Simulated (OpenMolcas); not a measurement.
**OpenMolcas timings: doublet B2NH2OF+**

B2NH2OF+ has 7 atoms, charge +1, and is taken as a doublet. SMILES of the parent species: `OB1NB1F`. The coordinates come from a PBE0-D4/def2-TZVP relaxation. This is one conformer, not always the lowest. That shape belongs to the parent species and isn't relaxed for this state.

```xyz
7

O    -1.2767    0.1764    1.3081
B    -0.3790    0.1502    0.3042
N     0.6322   -0.7682   -0.0948
B     0.5870    0.3397   -0.9541
F     1.2500    0.7241   -2.0253
H    -1.8294    0.9602    1.2934
H     1.0772   -1.6504    0.1229
```

Program: OpenMolcas 26.06. Hardware: 1 thread of AMD EPYC 7R43 (Zen 3), shared host, so times are rough. Two-electron integrals are exact unless an approximation is named.

Problem. Estimate their order by wall time, quickest first.
A. energy at ROMP2/def2-SVP, 5 core orbitals frozen
B. energy at UB3LYP/6-31G* (spherical functions), grid UltraFine
C. energy at UHF/STO-3G

Solution. C (4.2 s), A (23 s), B (71 s).
